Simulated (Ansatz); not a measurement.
Reaction (atomization): `CS[SiH](N)O` → C• + 7 H• + N• + O• + S• + Si•

Isolated molecules relaxed with PBE0-D4/def2-TZVP in Ansatz; ΔE leaves out vibrations. CCSD(T)/CBS is the MP2 limit (def2-TZVPP, def2-QZVPP) plus CCSD(T) − MP2 in def2-TZVPP, frozen cores. This one scheme is used for every species, atoms too. Open shells (•) are unrestricted, without spin–orbit coupling. Spin–orbit coupling would lower the free atoms: a little for C, O, S, Si. One conformer a species, not always the lowest.

`CS[SiH](N)O`:

Z-matrix (Å, degrees):
```
C
S 1 1.817
H 1 1.088 2 110.5
H 1 1.090 2 111.0 3 122.3
H 1 1.089 2 106.8 3 -119.1
Si 2 2.118 1 101.2 3 -56.4
O 6 1.646 2 104.7 1 43.8
N 6 1.703 2 110.1 1 166.3
H 6 1.487 2 113.1 1 -75.9
H 7 0.959 6 116.1 2 -179.2
H 8 1.006 6 120.3 2 104.9
H 8 1.007 6 122.0 2 -46.8
```

```tsv
level	ΔE (kcal/mol)
MP2/def2-TZVPP	1023.6
MP2/def2-QZVPP	1043.3
```

What does CCSD(T)/CBS give? (Best estimate.)

Computed: +1041.3 kcal/mol. The listed levels differ from it by -17.7, 2.0 kcal/mol.

Largest T1 diagnostic among the species: 0.012.

In def2-TZVPP, CCSD(T) changes the Hartree–Fock value by +270.4 kcal/mol (the triples alone add +15.3 kcal/mol) and MP2 by +285.7 kcal/mol; breaking electron pairs costs correlation energy, which Hartree–Fock lacks. From PBE to PBE0 (25 % exact exchange), in def2-TZVPP and without D4, ΔE moves by −17.0 kcal/mol: exact exchange takes away binding that semilocal exchange gives to molecules. The D4 term adds +10.6 kcal/mol with B3LYP and +5.5 kcal/mol with PBE0; it sums over pairs of atoms, weighted by their polarisabilities, and B3LYP, whose exchange is more repulsive, gets the larger term.

B3LYP here is the variant with VWN-RPA as its local correlation; programs differ in this.

For atomizations the MP2-based limit and the directly extrapolated one differ by several kJ/mol either way, and by 10 to 25 for some Ge, Se and Sn compounds, so smaller differences from it don't rank the levels.
